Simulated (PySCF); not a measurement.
# MSn for M along group 14

CCSD(T) with triple-zeta basis sets in PySCF, for the lowest determinant that a PBE0 search found; no spin–orbit coupling. De refers to high-spin ground-configuration atoms.

| M | basis | reference, frozen orbitals | state (unpaired electrons) | Re (Å) | ωe (cm⁻¹) | De (eV) |
| --- | --- | --- | --- | --- | --- | --- |
| C | def2-TZVPP | ROHF, 5 | triplet (σ ↑, π ↑) | 2.013 | 679 | 3.08 |
| Si | def2-TZVPP | UHF, 9 | triplet (π ↑↑) | 2.516 | 349 | 2.55 |
| Sn | x2c-TZVPPall | UHF, 36 | triplet (π ↑↑) | 2.750 | 193 | 2.24 |

The shortest bond is that of SnC (2.013 Å), the longest that of Sn2 (2.750 Å). SnC is bound most strongly (3.08 eV) and Sn2 least (2.24 eV).

The rows differ in basis set, which adds steps of its own.

The state changes along the series, so neighbouring rows are not always alike in their bonding.

Correlated steps freeze the inner cores (5 to 36 orbitals); shallow outer-core shells are correlated. UHF and ROHF references stand side by side, which adds small steps between rows. Spin–orbit coupling is left out, which matters for elements this heavy, above all for dissociation energies. The CCSD T1 diagnostic is raised in SnC, a sign that a single reference may not be enough there. States were picked by a PBE0 search and need not be the measured ground states.
